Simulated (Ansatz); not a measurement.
Reactions of C$_{2}$H$_{6}$OS, SMILES `CC(O)S`.

Program: Ansatz. Geometries: PBE0-D4/def2-TZVP. ΔE: electronic, gas phase. CCSD(T)/CBS is the MP2 limit (def2-TZVPP, def2-QZVPP) plus CCSD(T) − MP2 in def2-TZVPP, frozen cores. This one scheme is used for every species. DFT in def2-TZVPP. For Se outer-core shells are correlated without core-valence functions, which leaves a few kJ/mol of doubt a bond. Scalar relativity is left out up to krypton. One conformer a species, not always the lowest.

```tsv
reaction	CCSD(T)/CBS(def2) (kJ/mol)
`CC(O)S` + `B[SeH]` → `B[Se]C(C)O` + H₂S	-21
`CC(O)S` + `BC(C)F` → `BC(C)(C)F` + `OCS`	?
`CC(O)S` + `BNB` → `BN(B)C` + `OCS`	51
`CC(O)S` + HCl → `CC(O)Cl` + H₂S	-9
`CC(O)S` + CH₃SH → `CSC(C)S` + H₂O	-46
`CC(O)S` + CH₃SH → `CSC(O)S` + CH₄	?
```

Q: Fill in the missing values. (An estimate is asked.)

A: The calculation gave: `CC(O)S` + `BC(C)F` → `BC(C)(C)F` + `OCS`: +0.8 kJ/mol; `CC(O)S` + CH₃SH → `CSC(O)S` + CH₄: -3.5 kJ/mol.

Largest T1 diagnostic: 0.013, for `B[SeH]`.
